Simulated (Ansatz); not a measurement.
Start from `C=N[SiH2]C` and change one atom or group to get `C=N[SiH2][GeH3]`.

Ansatz, PBE0-D4/def2-TZVP geometries, multiplicity 1. Each molecule was computed in one conformer, which needn't be the lowest.

Scalar relativity is left out up to krypton.

```csv
property,`C=N[SiH2]C`
LUMO energy (PBE/def2-TZVPP) / eV,-1.96
HOMO energy (ωB97M-V/def2-TZVPP) / eV,-9.42
LUMO energy (ωB97M-V/def2-TZVPP) / eV,1.37
HOMO energy (B3LYP/def2-TZVPP) / eV,-6.87
LUMO energy (B3LYP/def2-TZVPP) / eV,-1.10
HOMO energy (PBE0/def2-TZVPP) / eV,-7.07
```

Task: What does the change do to each property? (An estimate is asked.)

Result: The calculation gave: 
```tsv
property	`C=N[SiH2][GeH3]`	shift
LUMO energy (PBE/def2-TZVPP) / eV	-2.18	-0.22
HOMO energy (ωB97M-V/def2-TZVPP) / eV	-9.64	-0.22
LUMO energy (ωB97M-V/def2-TZVPP) / eV	1.09	-0.28
HOMO energy (B3LYP/def2-TZVPP) / eV	-7.08	-0.21
LUMO energy (B3LYP/def2-TZVPP) / eV	-1.34	-0.24
HOMO energy (PBE0/def2-TZVPP) / eV	-7.29	-0.22
```

B3LYP here is the variant with VWN-RPA as its local correlation; programs differ in this.
